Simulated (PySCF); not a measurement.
Input file for PySCF: R-HF/STO-3G on ClFH2 (a complex).

```python
from pyscf import gto, scf, dft, mp
from pyscf.data.elements import chemcore

mol = gto.M(
    atom='''
    F    -0.01249353   -0.08389304   -0.13913820
    H     0.15444039    0.13382320    0.75090877
    Cl   -0.02566993    0.48084549    3.00737593
    H    -1.24033412    0.06343494    2.98855070
    ''',
    basis='sto-3g',
    charge=0, spin=0, verbose=3, max_memory=1800)
mf = scf.RHF(mol)
mf.conv_tol = 1e-8
mf.max_cycle = 100
mf.kernel()
if not mf.converged:
    mf = mf.newton().run(mf.mo_coeff, mf.mo_occ)
```

Program output:

```
converged SCF energy = -553.708259971915
```

Self-consistency was reached.

Cost: about 0.11 core-seconds (a rough figure).
